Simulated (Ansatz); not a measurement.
Relaxation of BFH₃NO (7 atoms, charge 0, multiplicity 1), to a largest force component of 0.02 eV/Å in at most 40 steps.

These are results of RKS revPBE-D4/def2-SVP (Ansatz 0.2.0), not measurements.

```xyz
7
Properties=species:S:1:pos:R:3
B 0.000 0.000 0.000
O 0.000 0.000 1.410
H -0.909 -0.281 1.747
N 1.342 0.000 -0.775
H 1.809 -0.918 -1.027
H 1.794 0.918 -1.053
F -1.143 0.000 -0.660
```

Q: Where does it end, and by what steps?

A: The run converged. After 9 steps the energy has fallen by 1.136 eV; H6 moved furthest, 0.90 Å.

| step | energy less start (eV) | largest force component (eV/Å) | accepted |
| --- | --- | --- | --- |
| 0 | 0.0000 | 3.542 | yes |
| 1 | -0.2622 | 2.326 | yes |
| 2 | -0.3757 | 1.712 | yes |
| 3 | -0.5762 | 1.332 | yes |
| 4 | -0.7855 | 1.759 | yes |
| 5 | -1.0125 | 0.924 | yes |
| 6 | -1.1300 | 0.155 | yes |
| 7 | -1.1226 | 0.320 | no |
| 8 | -1.1361 | 0.058 | yes |
| 9 | -1.1362 | 0.003 | yes |

```xyz
7
Properties=species:S:1:pos:R:3
B 0.070 0.040 0.011
O -0.009 -0.516 1.271
H -0.902 -0.403 1.640
N 1.276 -0.003 -0.726
H 2.121 -0.438 -0.364
H 1.364 0.400 -1.656
F -1.027 0.640 -0.534
```

Whether the end is a true minimum wasn't checked by a vibrational analysis.

The run took 21 s on 1 thread of Arm Neoverse V1, on a shared host, peak memory 0.15 GiB.
